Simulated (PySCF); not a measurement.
A side-by-side comparison of computed properties.

First species: C₇H₁₂OSSi.
Cartesian coordinates in Å at the GFN2-xTB level; atoms count from 1:
```
atom  x, y, z in Å
C1     1.3970   -0.1466    0.1658
C2     0.2038    0.3222   -0.1874
Si3   -1.3830   -0.5993    0.1273
O4    -2.5265    0.3292    0.8307
C5    -3.6977    0.6024    0.1175
C6    -4.0042   -0.5174   -0.8648
S7    -2.4585   -0.9869   -1.7030
C8     2.6683    0.5388   -0.0732
C9     3.9018   -0.2786   -0.3719
C10    3.7762    0.4095    0.9436
H11    1.4679   -1.1002    0.6718
H12    0.1588    1.2796   -0.6946
H13   -1.2706   -1.8259    0.9066
H14   -3.5698    1.5482   -0.4220
H15   -4.5145    0.7132    0.8378
H16   -4.3768   -1.3986   -0.3428
H17   -4.7212   -0.2063   -1.6205
H18    2.5771    1.4911   -0.5809
H19    3.7947   -1.3522   -0.4003
H20    4.5999    0.1101   -1.0969
H21    4.3848    1.2792    1.1367
H22    3.5820   -0.1921    1.8183
```

Second species: C₇H₆N₂S₂.
SMILES: `CSc1ccc2snnc2c1`

Levels: PBE0/pcSseg-1 for HOMO energy, LUMO energy and HOMO–LUMO gap. Geometries: GFN2-xTB. Each species is one conformer at its optimised geometry, gas phase, non-relativistic unless stated; the electronic structure was computed with PySCF and density fitting.

Dipoles, sizes and rotational constants follow the conformer. The torsions of the flexible species, by atom-mapped SMILES:
- `[CH3:1][S:2][c:3]1[cH:4][cH:5][c:6]2[s:7][n:8][n:9][c:10]2[cH:11]1`: C1–S2–C3–C4 180°

The conformers of `C(=C\[Si@H]1OCCS1)/C1CC1` aren't listed.

Values for the first species:

- HOMO energy: -6.68 eV
- LUMO energy: -0.51 eV
- HOMO–LUMO gap: 6.17 eV

(1) Estimate the same properties for the second species, and the change in each.

Answers

(1) 
| property | first | second | second less first |
| --- | --- | --- | --- |
| HOMO energy | -6.68 eV | -6.46 eV | +0.22 eV |
| LUMO energy | -0.51 eV | -1.92 eV | -1.41 eV |
| HOMO–LUMO gap | 6.17 eV | 4.54 eV | -1.63 eV |

